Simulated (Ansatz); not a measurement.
Job for Ansatz (a program for electronic structure): R-wB97X-V/def2-TZVPPD on CH8N2 (a complex), monomers drawn apart or pushed together. Files ending in .json are basis or fitting sets from the Basis Set Exchange.

Ansatz 0.2 input:
```yaml
crystal:
  periodic: [false, false, false]
  atoms:
    - {symbol: N, position_ang: [0.30393025, -0.18054828, 0.19997360]}
    - {symbol: H, position_ang: [0.10749778, 0.32428454, 1.06416388]}
    - {symbol: H, position_ang: [0.61982082, 0.49512376, -0.48656247]}
    - {symbol: H, position_ang: [-0.57330430, -0.55874761, -0.13961966]}
    - {symbol: C, position_ang: [-0.04991722, -0.67135623, 3.96671668]}
    - {symbol: N, position_ang: [0.15832847, 0.72081511, 3.55853899]}
    - {symbol: H, position_ang: [0.49087025, -1.32390918, 3.28099086]}
    - {symbol: H, position_ang: [-1.11023782, -0.91355548, 3.88061630]}
    - {symbol: H, position_ang: [0.26866479, -0.90076506, 4.99122528]}
    - {symbol: H, position_ang: [1.13580736, 0.97394060, 3.64294649]}
    - {symbol: H, position_ang: [-0.36522720, 1.35507274, 4.14952497]}
basis:
  gaussian:
    orbitals: def2-TZVPPD.json
hamiltonian:
  xc: {name: wB97X-V}
scf: {lower_state_search: off}
```

Program output:

```
WARN ansatz: RAYON_NUM_THREADS=2 ignored (pool sized by the plan → 2); use --threads N
Functional definition: wB97X-V
these checks for a lower state are left out or cut short: stability, starts, cluster_reference, orbital_swaps, neighbouring_geometries, increment
integrals: 0.15 GiB planned
1004 factors; their error is unknown
integrals: 0.19 GiB planned
333 factors; integrals over basis functions are off by at most 1.6e-5 eV
mean field: 1.56 GiB planned
mean field evaluation 1: about -4141.4171 eV, gradient 5.9e1 eV
mean field evaluation 2: about -4142.8578 eV, gradient 5.2e1 eV
mean field evaluation 4: about -4147.9900 eV, gradient 1.3e0 eV
mean field evaluation 8: about -4147.9834 eV, gradient 5.5e-1 eV
mean field evaluation 16: about -4147.9838 eV, gradient 1.3e-5 eV
mean field -4147.98377519 eV, -152.4355921337 hartree, gradient 4.0e-6 eV, S^2 0.000000; 0 other end points of the search recorded, 0 dependent functions left out
reference -4147.98377301 eV, -152.4355920538 hartree; 14, 14 occupied and 233, 233 virtual orbitals, 1004 factors
Total energy: -4147.98377301 eV, -152.4355920538 hartree
Checks for a lower state left out: stability, starts, cluster_reference, orbital_swaps, neighbouring_geometries, increment
```

The calculation finished and met its thresholds.

Cost: about 14 core-seconds (a rough figure).
